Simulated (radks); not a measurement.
Results of a calculation; reference values are marked as such.
Task: The table gives one normalised radial function P(r) = r R(r) of Er+ in [Xe] 4f12 6s0.5 5d0.5 (r in bohr). Code: a radial shooting solver on a logarithmic mesh with Libxc functionals. Model: scalar-relativistic Kohn-Sham, r2SCAN, spin-polarised, spherical densities, finite nucleus; open shells are filled with parallel spins first (spin-orbit coupling, left out, can overturn this in heavy ions); meta-GGA in the generalised Kohn-Sham scheme; Fermi nuclear charge, rms radius 5.2516 fm.

r,P
0.002621,0.0058
0.004202,0.0128
0.006736,0.0278
0.0108,0.0574
0.01731,0.1095
0.02776,0.1795
0.04486,0.2186
0.07191,0.1101
0.1153,-0.1810
0.1848,-0.2895
0.2963,0.1859
0.4751,0.4364
0.7616,-0.3335
1.231,-0.9386
1.973,-0.6129
3.164,-0.1534
5.072,-0.0124
8.131,-0.0002
13.04,0.0000

Which n and l does it have? It may be an empty orbital.

Result: n = 5, l = 1: the number of nodes gives n - l - 1 = 3, the rise at small r (about r^(l+1), flatter next to the nucleus through relativity) gives l, and the extent must fit the shell. The curve is that of 5p up; the table hardly tells the two spins apart. 5p up: eigenvalue -33.500 eV, 3 radial nodes at r = 0.0878, 0.257, 0.647 bohr, <r> = 1.49 bohr, 90 % of the charge inside 2.20 bohr.
